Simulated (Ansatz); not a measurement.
Consider the hydrogenolysis of a Ge–Si bond: `[SiH3][SiH2][GeH2][SiH2][GeH3]` + H₂ → `[GeH3][SiH2][GeH3]` + `[SiH3][SiH3]`.

Program: Ansatz. Geometries: PBE0-D4/def2-TZVP. ΔE: electronic, gas phase. CCSD(T)/CBS adds triple-zeta CCSD(T) − MP2 to the extrapolated MP2 energy (def2 sets, frozen cores). This one scheme is used for every species. DFT in def2-TZVPP. B3LYP here is the variant with VWN-RPA as its local correlation; programs differ in this. HSE06 is defined as in plane-wave codes. For Ge outer-core shells are correlated without core-valence functions, which leaves a few kJ/mol of doubt a bond. Scalar relativity is left out up to krypton. One conformer a species, not always the lowest.

`[SiH3][SiH2][GeH2][SiH2][GeH3]`:

Z-matrix (Å, degrees):
```
Si
Si 1 2.337
H 1 1.488 2 109.4
H 1 1.488 2 109.8 3 118.9
H 1 1.488 2 111.6 3 -120.4
Ge 2 2.382 1 109.4 3 -58.0
H 2 1.489 1 110.4 3 179.8
H 2 1.490 1 109.4 3 60.7
Si 6 2.381 2 108.7 1 51.4
H 6 1.540 2 110.0 1 -69.5
H 6 1.541 2 110.2 1 171.5
Ge 9 2.379 6 109.5 2 48.5
H 9 1.489 6 110.9 2 170.1
H 9 1.489 6 109.0 2 -70.7
H 12 1.538 9 111.6 6 177.9
H 12 1.538 9 110.2 6 57.2
H 12 1.538 9 109.9 6 -61.8
```

H₂:

```xyz
2

H    -0.165   -0.123    0.311
H     0.165    0.123   -0.311
```

`[GeH3][SiH2][GeH3]`:

```xyz
11

Ge    1.066   -0.022    1.676
Si    0.678    0.359   -0.639
Ge   -1.551   -0.235   -1.220
H     2.503    0.357    2.073
H     0.843   -1.506    2.012
H     0.090    0.816    2.520
H     1.635   -0.450   -1.444
H     0.908    1.797   -0.952
H    -2.550    0.602   -0.403
H    -1.799   -1.721   -0.909
H    -1.822    0.003   -2.715
```

`[SiH3][SiH3]`:

Cartesian coordinates in Å:
```
Si -0.622 -0.665 0.733
Si 0.623 0.665 -0.733
H -1.617 0.165 1.464
H -1.348 -1.723 -0.021
H 0.274 -1.318 1.725
H 1.345 1.725 0.020
H -0.274 1.315 -1.727
H 1.619 -0.165 -1.462
```

| level | ΔE (kJ/mol) | difference from CCSD(T)/CBS |
| --- | --- | --- |
| LDA (SPW92) | 14.3 | -0.2 |
| revPBE-D4 | 24.9 | 10.4 |
| BLYP-D4 | 16.1 | 1.6 |
| r2SCAN-D4 | 14.6 | 0.1 |
| B97M-V | 2.6 | -11.9 |
| PBE0-D4 | 17.7 | 3.2 |
| B3LYP-D4 | 12.2 | -2.3 |
| r2SCANh-D4 | 13.8 | -0.7 |
| r2SCAN0-D4 | 12.5 | -2.0 |
| HSE06-D4 | 17.8 | 3.3 |
| BHLYP-D4 | 7.6 | -6.9 |
| ωB97X-V | 6.1 | -8.4 |
| ωB97M-V | 8.2 | -6.3 |
| B2PLYP | -1.1 | -15.6 |
| PBE-QIDH | 9.2 | -5.3 |
| PBE | 7.8 | -6.7 |
| BLYP | -10.3 | -24.8 |
| r2SCAN | 10.0 | -4.5 |
| PBE0 | 4.2 | -10.3 |
| B3LYP | -10.6 | -25.1 |
| r2SCANh | 8.8 | -5.7 |
| HSE06 | 4.6 | -9.9 |
| BHLYP | -15.0 | -29.5 |
| CAM-B3LYP | -12.8 | -27.3 |
| LC-ωPBE | -1.6 | -16.1 |
| RPA@PBE/def2-TZVPP | 6.2 | -8.3 |
| HF/def2-SVP | -34.2 | -48.7 |
| MP2/def2-SVP | 5.2 | -9.3 |
| CCSD/def2-SVP | -6.8 | -21.3 |
| CCSD(T)/def2-SVP | -1.5 | -16.0 |
| HF/def2-TZVPP | -31.1 | -45.6 |
| MP2/def2-TZVPP | 17.2 | 2.7 |
| SCS-MP2/def2-TZVPP | 5.7 | -8.8 |
| CCSD/def2-TZVPP | 2.5 | -12.0 |
| CCSD(T)/def2-TZVPP | 10.0 | -4.5 |
| MP2/def2-QZVPP | 19.3 | 4.8 |
| SCS-MP2/def2-QZVPP | 7.1 | -7.4 |
| HF/CBS(def2) | -32.9 | -47.4 |
| MP2/CBS(def2) | 21.7 | 7.2 |
| CCSD/CBS(def2) | 7.1 | -7.4 |
| CCSD(T)/CBS | 14.5 | 0 |

Largest T1 diagnostic among the species: 0.013.

The D4 term adds +22.7 kJ/mol with B3LYP and +13.5 kJ/mol with PBE0; it sums over pairs of atoms, weighted by their polarisabilities, and B3LYP, whose exchange is more repulsive, gets the larger term. Leaving LDA and LC-ωPBE aside and taking each functional with its dispersion term where it has one, the values spread over 26.0 kJ/mol, from B2PLYP to revPBE-D4. LDA lies +6.5 kJ/mol from PBE without D4.
